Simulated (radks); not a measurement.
Initial-state core-level shifts of the tungsten ion W+ when its valence configuration changes from [Xe] 4f14 5d4 6s1. All-electron calculation, Dirac Kohn-Sham, PBE, spin-unpolarised, spherical densities, finite nucleus; open shells are shared between the two j in proportion to 2j + 1; Fermi nuclear charge, rms radius 5.3658 fm. Program: a radial shooting solver on a logarithmic mesh with Libxc functionals. Shifts are changes of the shell-averaged eigenvalues in eV (positive: less bound); the change of the density at the nucleus, which sets a Mossbauer isomer shift, is in e/bohr^3, on a base of 1.424e+06.

valence,1s,4s,4d,5s,density at nucleus
4f14 5d3 6s2,-2.681,-2.769,-2.784,-2.695,+113.7
4f13.5 5d4 6s1 6p0.5,-6.862,-7.498,-7.133,-4.221,+54.4
4f12 5d4 6s1 6p2,-29.224,-31.663,-30.058,-17.454,+236.5
4f14 5d3 6s1 6p1,-4.200,-4.267,-4.279,-4.183,+20.4
4f13 5d4 6s2,-12.515,-13.793,-13.042,-7.061,+210.8
4f13 5d5 6s1,-9.615,-10.808,-10.046,-4.196,+90.0
4f14 5d5,+2.366,+2.457,+2.470,+2.420,-97.7
4f12 5d4 6s2 6p1,-27.754,-30.212,-28.611,-16.023,+352.1
4f14 5d4 6p1,-1.491,-1.470,-1.467,-1.467,-90.3
